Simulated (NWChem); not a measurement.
The numbers come from NWChem runs, not from measurements. System: H4Si2, charge 1, spin multiplicity 2, at the geometry of a parent with another charge or spin, in a state set for the comparison that need not be this species' ground state. Its SCF solution wasn't tested for a lower state. Level: ROCCSD(T)/aug-pcseg-1, 10 core orbitals frozen.

The NWChem input:

```
start mol
memory heap 100 mb stack 700 mb global 1900 mb
charge 1
geometry units angstroms nocenter noautoz noautosym
  Si    -0.113244     1.015678     0.844423
  H     -0.380260     1.874054    -0.416877
  Si     0.126183    -0.870634    -0.611560
  H      0.847144    -0.632545    -1.916346
  H     -1.328899    -1.152083    -0.949207
  H      0.680877    -2.120047     0.022349
end
basis spherical
  * library aug-pcseg-1
end
scf
  rohf
  nopen 1
  maxiter 100
  thresh 1e-7
  semidirect memsize 60000000 filesize 0
  # guess.movecs holds the orbitals of an unrestricted PBE0 run
  vectors input guess.movecs output mol.movecs
end
tce
  freeze core 10
  ccsd(t)
  2eorb
  2emet 13
  thresh 1e-6
  maxiter 100
  tilesize 24
end
task tce energy
```

NWChem printed:

```
             Northwest Computational Chemistry Package (NWChem) 7.3.0
             --------------------------------------------------------

                                NWChem Input Module
                                -------------------

 Scaling coordinates for geometry "geometry" by  1.889725989
 (inverse scale =  0.529177249)

                             Geometry "geometry" -> ""
                             -------------------------

 Output coordinates in angstroms (scale by  1.889725989 to convert to a.u.)

  No.       Tag          Charge          X              Y              Z
 ---- ---------------- ---------- -------------- -------------- --------------
    1 Si                  14.0000    -0.11324400     1.01567800     0.84442300
    2 H                    1.0000    -0.38026000     1.87405400    -0.41687700
    3 Si                  14.0000     0.12618300    -0.87063400    -0.61156000
    4 H                    1.0000     0.84714400    -0.63254500    -1.91634600
    5 H                    1.0000    -1.32889900    -1.15208300    -0.94920700
    6 H                    1.0000     0.68087700    -2.12004700     0.02234900

 Effective nuclear repulsion energy (a.u.)      73.3921052106

            Nuclear Dipole moment (a.u.)
            ----------------------------
        X                 Y               Z
 ---------------- ---------------- ----------------
     0.0000151178    -0.0000094486     0.0000018897


 Summary of "ao basis" -> "" (spherical)
 ------------------------------------------------------------------------------
       Tag                 Description            Shells   Functions and Types
 ---------------- ------------------------------  ------  ---------------------
 *                        aug-pcseg-1                 on all atoms

 Summary of "ao basis" -> "ao basis" (spherical)
 ------------------------------------------------------------------------------
       Tag                 Description            Shells   Functions and Types
 ---------------- ------------------------------  ------  ---------------------
 Si                       aug-pcseg-1               11       27   5s4p2d
 H                        aug-pcseg-1                5        9   3s2p

                                 NWChem SCF Module
                                 -----------------

  ao basis        = "ao basis"
  functions       =    90
  atoms           =     6
  closed shells   =    15
  open shells     =     1
  charge          =   1.00
  wavefunction    = ROHF
  use symmetry    = F
  symmetry adapt  = F

 Summary of "ao basis" -> "ao basis" (spherical)
 ------------------------------------------------------------------------------
       Tag                 Description            Shells   Functions and Types
 ---------------- ------------------------------  ------  ---------------------
 Si                       aug-pcseg-1               11       27   5s4p2d
 H                        aug-pcseg-1                5        9   3s2p

 Forming initial guess at       0.1s

 Starting SCF solution at       0.1s

 ----------------------------------------------
         Quadratically convergent ROHF

 Convergence threshold     :          1.000E-07
 Maximum no. of iterations :          100
 Final Fock-matrix accuracy:          1.000E-09
 ----------------------------------------------

              iter       energy          gnorm     gmax       time
             ----- ------------------- --------- --------- --------
                 1     -579.7407717824  4.74D-01  1.12D-01      1.7
[...]
    6 H    1     1.07   0.73  0.36  0.02  0.01 -0.05

 Mulliken analysis of the open-shell density
 -------------------------------------------

    Atom       Charge   Shell Charges
 -----------   ------   -------------------------------------------------------
    1 Si  14     0.84   0.00  0.00  0.14  0.09 -0.04  0.00  0.55  0.10  0.00  0.00  0.00
    2 H    1     0.02   0.02  0.01  0.00  0.00 -0.01
    3 Si  14     0.13   0.00  0.00  0.01  0.01  0.01  0.00  0.09  0.00  0.00  0.01  0.00
    4 H    1     0.01   0.01  0.00  0.00  0.00 -0.00
    5 H    1     0.01   0.01  0.00  0.00  0.00 -0.00
    6 H    1    -0.00   0.00  0.00 -0.00  0.00 -0.00

       Multipole analysis of the density wrt the origin
       ------------------------------------------------

     L   x y z        total         open         nuclear
     -   - - -        -----         ----         -------
     0   0 0 0      1.000000     -1.000000     32.000000

     1   1 0 0     -0.027725      0.232057      0.000015
     1   0 1 0      1.078594     -1.909161     -0.000009
     1   0 0 1      0.889392     -1.997644      0.000002

     2   2 0 0    -17.267847     -1.583216     12.478247
     2   1 1 0      0.024633      0.593975    -15.388698
     2   1 0 1     -0.677846      0.702208     -9.311202
     2   0 2 0    -14.829382     -6.487800    124.232189
     2   0 1 1      4.105510     -5.506019     74.773103
     2   0 0 2    -15.543091     -7.980921     71.301454

                   NWChem Extensible Many-Electron Theory Module
                   ---------------------------------------------


            General Information
            -------------------
      Number of processors :     1
         Wavefunction type : Restricted open-shell Hartree-Fock
          No. of electrons :    31
           Alpha electrons :    16
            Beta electrons :    15
           No. of orbitals :   180
            Alpha orbitals :    90
             Beta orbitals :    90
        Alpha frozen cores :    10
         Beta frozen cores :    10
     Alpha frozen virtuals :     0
      Beta frozen virtuals :     0
         Spin multiplicity : doublet
    Number of AO functions :    90
       Number of AO shells :    42
        Use of symmetry is : off
      Symmetry adaption is : off
         Schwarz screening : 0.10D-09

          Correlation Information
          -----------------------
          Calculation type : Coupled-cluster singles & doubles w/ perturbation
   Perturbative correction : (T)
            Max iterations :      100
        Residual threshold : 0.10D-05
     T(0) DIIS level shift : 0.00D+00
     L(0) DIIS level shift : 0.00D+00
     T(1) DIIS level shift : 0.00D+00
     L(1) DIIS level shift : 0.00D+00
     T(R) DIIS level shift : 0.00D+00
     T(I) DIIS level shift : 0.00D+00
   CC-T/L Amplitude update :  5-th order DIIS
                I/O scheme : Global Array Library
        L-threshold :  0.10D-05
        EOM-threshold :  0.10D-05
 no EOMCCSD initial starts read in
 TCE RESTART OPTIONS
 SLICE:      F
 D4D5:       F
 quantumc:   F
 qrotation:  F
 pwtce:      F
 qducc:      F
 nacto:                         0
 nrotv:                         0
 nrot:                          0

            Memory Information
            ------------------
          Available GA space size is     249020600 doubles
          Available MA space size is     104853676 doubles

 Maximum block size supplied by input
 Maximum block size        24 doubles

 tile_dim =     19

 -------------------------------------------------

 Global array virtual files algorithm will be used

 Parallel file system coherency ......... OK

 4-electron integrals stored in orbital form

 v2    file size   =          8202211
 4-index algorithm nr.  13 is used
 imaxsize =       30
 imaxsize ichop =        0


CCSD iterations
 ---------------------------------------------------------
 Iter          Residuum       Correlation     Cpu    Wall
 ---------------------------------------------------------
    1   0.1270619735085  -0.1622781334911     0.8     0.8
    2   0.0398024609054  -0.1913150674007     0.8     0.8
    3   0.0166282879685  -0.1982470633295     0.8     0.8
    4   0.0080859935291  -0.2006887890973     0.8     0.8
    5   0.0051020507392  -0.2016053349650     0.8     0.8
    6   0.0026422910670  -0.2024146004976     0.8     0.8
    7   0.0022079731575  -0.2024585170662     0.7     0.7
    8   0.0013674194103  -0.2025078942147     0.8     0.8
    9   0.0013070570815  -0.2025313133239     0.8     0.8
   10   0.0008731286802  -0.2025559249655     0.8     0.8
   11   0.0002840363620  -0.2026238452135     0.8     0.8
   12   0.0002054364871  -0.2026321425652     0.8     0.8
   13   0.0001206392362  -0.2026335761878     0.8     0.8
   14   0.0001337245985  -0.2026354935188     0.8     0.8
   15   0.0000832839769  -0.2026346499615     0.8     0.8
   16   0.0000242425141  -0.2026353748804     0.7     0.7
   17   0.0000209673328  -0.2026351459919     0.8     0.8
   18   0.0000116161585  -0.2026357027555     0.8     0.8
   19   0.0000118635426  -0.2026358536654     0.8     0.8
   20   0.0000071467198  -0.2026361302720     0.8     0.8
   21   0.0000030738599  -0.2026367168077     0.8     0.8
   22   0.0000022342710  -0.2026367598363     0.8     0.8
   23   0.0000014161487  -0.2026367748224     0.7     0.7
   24   0.0000014580022  -0.2026367938964     0.6     0.6
   25   0.0000009786279  -0.2026367902889     0.7     0.7
 -----------------------------------------------------------------
 Iterations converged
 CCSD correlation energy / hartree =        -0.202636790288917
 CCSD total energy / hartree       =      -579.978409310805887

 Singles contributions

 Doubles contributions
 CCSD(T)
 Using plain CCSD(T) code
             total no. of tasks          385
 total no. of tasks / no. procs          385
                         wl_min          125           2.2
                         wl_max       857375           9.7
        thresh for no. of tasks          385

 CCSD[T]  correction energy / hartree =        -0.005907626606905
 CCSD[T] correlation energy / hartree =        -0.208544416895823
 CCSD[T] total energy / hartree       =      -579.984316937412814
 CCSD(T)  correction energy / hartree =        -0.005772467241000
 CCSD(T) correlation energy / hartree =        -0.208409257529917
 CCSD(T) total energy / hartree       =      -579.984181778046832

 Task  times  cpu:       58.3s     wall:       58.3s

 Total times  cpu:       58.4s     wall:       58.4s
```
